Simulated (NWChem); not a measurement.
Molecule: CH₃BrMgN₂

```xyz
8

Mg    -0.0020     0.4667     0.0000
Br    -0.0025    -1.9031     0.0000
C      0.0027     2.8788     0.0000
N      0.0017     2.1839    -1.1229
N      0.0017     2.1839     1.1229
H      0.0043     3.9843     0.0000
H      0.0015     2.7074    -1.9882
H      0.0015     2.7074     1.9882
```
Atoms are numbered in this order, from 1.

Level: PBE0/def2-SVP (NWChem), optimised geometry, unscaled harmonic frequencies. This build's default masses of Se (78.918 u) and Br (79.917 u) are each other's, which moves their modes by up to 0.6 %.

**Question.** List the harmonic frequencies with IR intensities, and the thermochemistry.

**Answer.** 
```tsv
frequency (cm⁻¹)	IR intensity (km/mol)
102	5.3
105	1.1
233	1.0
302	155.7
393	13.6
528	0.0
554	142.6
744	111.4
787	1.8
1048	0.0
1132	66.0
1164	9.8
1299	160.0
1455	67.2
1651	320.0
3092	47.0
3688	94.5
3691	13.5
```

```
Quantity                                                                            Value
-----------------------------------------------------------------------  ----------------
zero-point energy                                                           31.4 kcal/mol
thermal correction to the enthalpy at 298.15 K (with zero-point energy)     35.9 kcal/mol
heat capacity Cv                                                         19.6 cal/(mol K)
entropy at 298.15 K and 1 atm (symmetry number 2)                        80.3 cal/(mol K)
dipole moment                                                                      5.43 D
```

Rigid rotor and harmonic oscillator.
